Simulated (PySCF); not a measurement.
From computed data to an observable: refractive index and permittivity of the vapour

Tc(O)3(Me) (CH3O3Tc), SMILES [CH3][Tc](=[O])(=[O])=[O], multiplicity 1.

Geometry optimised at r2SCAN-D4/def2-SVP. The spin state was assumed, not searched. The def2 effective core potentials stand for the cores of Tc; spin–orbit coupling is left out.

PBE/def2-TZVP run with PySCF gives a mean static polarisability of 57.7 bohr³ and a dipole moment of 2.75 D. Take an ideal gas at 298.15 K and 1 bar, whether or not the substance is that volatile.

Problem. Work out n − 1 in the optical limit and the static ε − 1.

Solution. 
Polarisability volume α' = 57.7 × 0.148185 = 8.55 Å³. Number density N = p/kT = 2.43e-5 Å⁻³.
Dilute limit of Lorentz–Lorenz: n − 1 = 2π N α' = 0.0013.
Orientation term of Debye: μ²/(3kT) = 8.098 Å³ × μ²(D²) = 61.24 Å³.
ε − 1 = 4π N (α' + μ²/3kT) = 0.021. Orientation of the dipole supplies 88 % of the static response; it can't follow optical fields. Vibrational polarisation and dispersion are left out.
